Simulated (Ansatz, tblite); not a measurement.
Cost and result up the ladder for [WSF4]- (WSF4⁻) (6 atoms). Charge -1, multiplicity 2. Geometry: r2SCAN-D4/def2-SVPD.

Cartesian coordinates in Å:
```
W 0.055 -0.043 -0.014
S 1.718 -1.351 -0.441
F -1.499 -0.628 -1.003
F 0.041 1.418 -1.278
F 0.612 1.325 1.231
F -0.927 -0.722 1.506
```

Ansatz on 4 threads of Intel Xeon 6975P-C on a shared host; xTB runs through tblite on one thread. Times are rough, summed over both states, and most runs start from the orbitals of an earlier one. No level here is sound enough to serve as a yardstick. The other state is a singlet.

In the def2 sets W takes a core potential; there is no spin–orbit coupling. The xTB rows come from tblite. No other spin state of charge -1 was run.

Run but left out: HF/def2-SVPD, MP2/def2-SVPD, CCSD/def2-SVPD, CCSD(T)/def2-SVPD (neutral singlet: restricted singlet, unstable towards broken spin symmetry); B2PLYP/def2-TZVPD (neutral singlet: restricted singlet, unstable in another Hartree–Fock run and untested here).

Raw xTB energies of ions are shifted by several eV, and xTB has no spin-polarisation term.

```csv
level,functions,vertical IE (eV),remarks
PBE0-D4/def2-TZVPD (with forces),249,2.97,restricted SCF unstable in HF (singlet)
GFN2-xTB,34,6.72,–
GFN1-xTB,34,6.21,–
PBE-D4/def2-TZVPD,249,2.36,"HOMO above zero (-1 doublet), restricted SCF unstable in HF (singlet)"
```

**Question.** Estimate how long each takes.

**Answer.** GFN2-xTB 0.01 s; GFN1-xTB 0.011 s; PBE-D4/def2-TZVPD 3.8 s; PBE0-D4/def2-TZVPD (with forces) 8.1 s. On shared hardware such times vary by a factor of up to 3.
